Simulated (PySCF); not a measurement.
# The third ionisation energy along the second row

All values are computed (PySCF 2.14, energy differences of UHF-based or UKS calculations, no spin-orbit coupling). Values in eV. The last column holds reference values (NIST; (s) semi-empirical, (t) theoretical, else measured). Unmarked ones compare directly (S terms, centres of terms, or small fine structure); those marked * lie between the lowest fine-structure levels and include a spin-orbit shift.

```
                       element               configurations     UHF  MP2 (valence)  SCS-MP2 (valence)  CCSD (valence)  CCSD(T) (valence)     reference
Be (cc-pVDZ, non-relativistic)                    1s2 → 1s1  153.97         153.98             153.98          153.98             153.98    153.90 (t)
 N (cc-pVDZ, non-relativistic)      [He] 2s2 2p1 → [He] 2s2  47.303         47.291             47.234          47.017             47.032  47.445 (s) *
 O (cc-pVDZ, non-relativistic)  [He] 2s2 2p2 → [He] 2s2 2p1  54.626         54.764             54.661          54.513             54.516  54.936 (s) *
 F (cc-pVDZ, non-relativistic)  [He] 2s2 2p3 → [He] 2s2 2p2  62.232         62.523             62.342          62.271             62.268  62.708 (s) *
```

**Question.** Fill in the row of B (cc-pVDZ, non-relativistic) ([He] 2s1 → 1s2).

**Answer.** UHF 37.714; reference 37.931 (eV).

"Valence" correlates the outer s and p shells and, in groups 3 to 12 and the f block, the outer d or f shell, open or full, or the next shell where the ion has no valence electron left; the wider scheme adds the next inner shell.
